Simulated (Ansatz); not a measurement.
`N[CH2][GeH2][SiH3]` + `CC(N)S` → `CC(S)N[SiH3]` + `N[CH2][GeH3]`  (cleavage of the Si–Ge bond)

Calculated with Ansatz (gas phase, PBE0-D4/def2-TZVP geometries, no zero-point term in ΔE). CCSD(T)/CBS is the MP2 limit (def2-TZVPP, def2-QZVPP) plus CCSD(T) − MP2 in def2-TZVPP, frozen cores. Functionals use def2-TZVPP. B3LYP here is the variant with VWN-RPA as its local correlation; programs differ in this. For Ge outer-core shells are correlated without core-valence functions, which leaves a few kJ/mol of doubt a bond. Scalar relativity is left out up to krypton. Each species was taken in one conformer, which may not be the lowest.

Task: Is it downhill or uphill in electronic energy at CCSD(T)/CBS, and by how much? (Estimate.)

Result: The calculation gave: Downhill: ΔE = -0.36 eV.

Task: What do these levels give: PBE-D4, PBE0-D4, ωB97X-V, B2PLYP, PBE0, B3LYP, HF/def2-TZVPP, SCS-MP2/def2-TZVPP, HF/def2-QZVPP, MP2/def2-QZVPP, HF/CBS(def2), CCSD/CBS(def2)? (Estimate.)

Result: Ansatz gave: PBE-D4 -0.24, PBE0-D4 -0.27, ωB97X-V -0.36, B2PLYP -0.39, PBE0 -0.26, B3LYP -0.35, HF/def2-TZVPP -0.47, SCS-MP2/def2-TZVPP -0.43, HF/def2-QZVPP -0.50, MP2/def2-QZVPP -0.43, HF/CBS(def2) -0.50, CCSD/CBS(def2) -0.37 eV.

Largest T1 diagnostic among the species: 0.011.

In def2-TZVPP, CCSD(T) changes the Hartree–Fock value by +0.12 eV (the triples alone add +0.01 eV) and MP2 by +0.06 eV. From PBE to PBE0 (25 % exact exchange), in def2-TZVPP and without D4, ΔE moves by −0.03 eV.
